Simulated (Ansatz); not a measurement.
[NbF6]- (NbF6⁻), relaxed as a singlet with RKS PBE0-D4/def2-SVPD in Ansatz, starting from the GFN2-xTB geometry. Force threshold 0.02 eV/Å.

In the def2 sets Nb takes a core potential; there is no spin–orbit coupling.

Start:

```csv
atom,x (Å),y (Å),z (Å)
Nb1,0.000,0.000,0.000
F2,-0.390,-0.679,-1.684
F3,0.391,0.679,1.685
F4,-0.172,-1.701,0.727
F5,0.172,1.701,-0.728
F6,-1.808,0.310,0.296
F7,1.807,-0.310,-0.296
```

| step | energy (eV) | largest force component (eV/Å) | SCF passes |
| --- | --- | --- | --- |
| 1 | -17837.2627 | 1.684 | 15 |
| 2 | -17837.4903 | 0.053 | 19 |
| 3 | -17837.4905 | 0.002 | 19 |

Force components are those of the run's own axes.

End:

```xyz
7

Nb    0.000    0.000    0.000
F    -0.401   -0.697   -1.727
F     0.401    0.697    1.727
F    -0.177   -1.744    0.745
F     0.177    1.744   -0.745
F    -1.854    0.317    0.303
F     1.854   -0.317   -0.303
```

By distances, no bond broke or formed. The bond that changes most is Nb1–F6, from 1.86 to 1.90 Å (atoms count from 1).

No frequencies were taken in this run, so the end may be a saddle point.

Run time 9 s (4 threads of Arm Neoverse V1 on a shared host).
